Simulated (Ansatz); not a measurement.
Geometry optimisation, RKS PBE0-D4/def2-SVP (Ansatz 0.2.0).

Input:

```yaml
crystal:
  periodic: [false, false, false]
  atoms:
    - { symbol: Ga, position_ang: [0.0, 0.0, 0.0] }
    - { symbol: "N", position_ang: [0.0, 0.0, 2.28] }
    - { symbol: H, position_ang: [-0.877, -0.2713, 2.81] }
    - { symbol: H, position_ang: [0.877, 0.2713, 2.81] }
    - { symbol: Cl, position_ang: [1.9398, 0.0, -1.12] }
    - { symbol: Cl, position_ang: [-1.9398, 0.0, -1.12] }
    - { symbol: H, position_ang: [-0.5441, 1.6891, 0.5897] }
    - { symbol: H, position_ang: [-0.4266, 1.3245, 1.5756] }
basis:
  gaussian: { orbitals: def2-SVP }
hamiltonian:
  xc: pbe0
  dispersion: d4
relax:
  f_tol: 0.15
  max_steps: 25
  restrain:
    - { distance: [0, 6], at: 1.57, k: 30.0 }
    - { distance: [7, 1], at: 1.06, k: 30.0 }
    - { distance: [0, 1], at: 3.13, k: 30.0 }
    - { distance: [7, 6], at: 1.86, k: 30.0 }
```

Command:

```bash
$ ansatz run input.yaml --threads 2 --pin off --max-ram 3072MiB --backend cpu --events-out ev --progress --plain --runs-dir out
```

Problem. Where does it end, and by what steps?

Solution. The forces met the threshold. The restraints hold the end off the free minimum. After 8 steps the energy has fallen by 2.317 eV (the restraints' own energy left out); Ga1 moved furthest, 0.83 Å. Joined: N2–H8 (1.56 → 1.04 Å).

```json
{"step": "0", "energy less start (eV)": "0.0000", "largest force component (eV/Å)": "1.842", "accepted": "yes"}
{"step": "1", "energy less start (eV)": "-0.2598", "largest force component (eV/Å)": "4.244", "accepted": "yes"}
{"step": "2", "energy less start (eV)": "-1.1276", "largest force component (eV/Å)": "4.208", "accepted": "yes"}
{"step": "3", "energy less start (eV)": "-1.5561", "largest force component (eV/Å)": "2.164", "accepted": "yes"}
{"step": "4", "energy less start (eV)": "-1.9696", "largest force component (eV/Å)": "2.574", "accepted": "yes"}
{"step": "5", "energy less start (eV)": "-2.2107", "largest force component (eV/Å)": "1.787", "accepted": "yes"}
{"step": "6", "energy less start (eV)": "-2.2798", "largest force component (eV/Å)": "1.558", "accepted": "yes"}
{"step": "7", "energy less start (eV)": "-2.3153", "largest force component (eV/Å)": "0.719", "accepted": "yes"}
{"step": "8", "energy less start (eV)": "-2.3167", "largest force component (eV/Å)": "0.765", "accepted": "yes"}
```

```xyz
8
Properties=species:S:1:pos:R:3
Ga -0.136 0.561 -0.594
N -0.100 0.117 2.484
H -0.900 -0.096 3.076
H 0.736 0.093 3.065
Cl 1.757 -0.049 -1.387
Cl -1.849 -0.471 -1.356
H -0.266 1.767 0.395
H -0.214 1.091 2.143
```

Time of the run: 28 s on 2 threads of Arm Neoverse V1, with other jobs on the host, peak memory 0.24 GiB.
